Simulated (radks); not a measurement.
Q: Species: Tl V. Configuration: [Kr] 4d10 4f14 5s1 5p6 5d9 5f1 (not the ground configuration). Calculated with a radial shooting solver on a logarithmic mesh with Libxc functionals: scalar-relativistic Kohn-Sham, PBE, spin-polarised, spherical densities, point nucleus; open shells are filled with parallel spins first (spin-orbit coupling, left out, can overturn this in heavy ions). Some entries of the table are withheld. Estimate them.

orbital  occ.  eigenvalue (eV)  <r> (bohr)
1s up       1        -85699.15     0.01631
1s down     1        -85698.93     0.01631
2s up       1        -15306.89     0.06873
2s down     1        -15306.64     0.06873
2p up       3        -13170.82     0.06235
2p down     3        -13170.59     0.06235
3s up       1        -3698.257      0.1775
3s down     1        -3698.057      0.1775
3p up       3        -3083.612      0.1793
3p down     3        -3083.404      0.1793
3d up       5        -2447.656      0.1624
3d down     5        -2447.421      0.1624
4s up       1        -870.9321      0.3915
4s down     1        -870.5694      0.3915
4p up       3        -669.4670      0.4175
4p down     3        -669.0883      0.4174
4d up       5        -433.5407      0.4395
4d down     5        -433.0818      0.4392
5s up       1              (1)      0.8685
5s down     0              (2)      0.8683
4f up       7        -172.3873      0.4662
4f down     7        -171.7928      0.4652
5p up       3        -131.3473      0.9869
5p down     3        -129.4464      0.9877
5d up       5         -67.2112         (3)
5d down     4         -65.4802         (4)
5f up       1         -21.3101       2.679

A: 
(1) 5s up eigenvalue (eV): -187.4505
(2) 5s down eigenvalue (eV): -185.5587
(3) 5d up <r> (bohr): 1.253
(4) 5d down <r> (bohr): 1.257
